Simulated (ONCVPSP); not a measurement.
# What one change does to a pseudopotential (carbon, ONCV)

- Element: C
- Generator: ONCVPSP 4.0.1
- Type: optimised norm-conserving Vanderbilt (ONCV)
- Functional: PBE
- Relativity: scalar-relativistic
- Frozen core: [He]
- Valence charge: 4
- Reference configuration: 2s1 2p3
- Partial waves: 2s: rc 1.20 bohr, ncon 4, nbas 8, qcut 5.8 1/bohr, local; 2p: rc 3.05 bohr, ncon 3, nbas 8, qcut 4.8 1/bohr, 2 projectors, debl 0.5 Ha
- Local potential: the s channel
- Core correction: polynomial model core, fcfact 0.65

Change: s: qcut 3.6.

Cutoffs: the cutoffs (Ha) at which the residual kinetic energy of the hardest occupied pseudo-wave falls to 1 and 0.1 mHa per electron; they do not see the model core or the augmentation charge, which bear on the density cutoff. Errors are all-electron minus pseudo energies relative to the spin-unpolarised reference configuration.

Question: How do hardness, ghosts and transferability respond?

Answer: The potential gets harder (17 Ha and 93 Ha → 94 Ha and 120 Ha); the errors of the 4 common tests hardly move; the range in which the s phases agree narrows (upper end 3.8 → 2.6); neither file shows a bound ghost.

| quantity | base | changed |
| --- | --- | --- |
| cutoff, loose | 17 Ha | 94 Ha |
| cutoff, tight | 93 Ha | 120 Ha |
| loose cutoff by channel | s 17 Ha, p 7.2 Ha | s 94 Ha, p 7.2 Ha |
| bound ghosts | none | none |
| GHOST(+) flags under 300 eV | none | none |
| error for 2s2 2p2, meV [ΔE -8.48 eV] | -50 | -56 |
| error for 2s2 2p1, meV [ΔE 2.38 eV] | +359 | +356 |
| error for 2s2 2p0, meV [ΔE 26.54 eV] | +1927 | +1940 |
| error for 2s0 2p4, meV [ΔE 8.50 eV] | -49 | -55 |
| s: phases at 1.22 bohr within 0.05 rad from the reference energy up to (Ha; the scan ends near 5) | 3.8 | 2.6 |
| p: phases at 3.09 bohr within 0.05 rad from the reference energy up to (Ha; the scan ends near 5) | 2.1 | 2.1 |
| rms error of d²Exc/dni dnj with the model core, mHa | 1.22 | 1.83 |
